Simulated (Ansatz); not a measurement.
`O[SiH](O)O[SiH](O)Cl` + `N[SiH](O)O` → `O[SiH](O)N[SiH](O)Cl` + `O[SiH](O)O`  (ligand exchange at the Si–O bond)

Isolated molecules relaxed with PBE0-D4/def2-TZVP in Ansatz; ΔE leaves out vibrations. CCSD(T)/CBS adds triple-zeta CCSD(T) − MP2 to the extrapolated MP2 energy (def2 sets, frozen cores). This one scheme is used for every species. Functionals use def2-TZVPP. B3LYP here is the variant with VWN-RPA as its local correlation; programs differ in this. Each species was taken in one conformer, which may not be the lowest.

| level | ΔE (kcal/mol) |
| --- | --- |
| PBE0-D4 | 10.7 |
| B3LYP-D4 | 12.1 |
| MP2/def2-TZVPP | 11.3 |
| SCS-MP2/def2-TZVPP | 12.1 |

(1) What does CCSD(T)/CBS give? (Estimate.)

Largest T1 diagnostic among the species: 0.011.

## Answers

(1) The calculation gave: +11.8 kcal/mol. The listed levels differ from it by -1.1, 0.3, -0.5, 0.3 kcal/mol.

In def2-TZVPP, CCSD(T) changes the Hartree–Fock value by −3.2 kcal/mol (the triples alone add −0.5 kcal/mol) and MP2 by −3.4 kcal/mol.
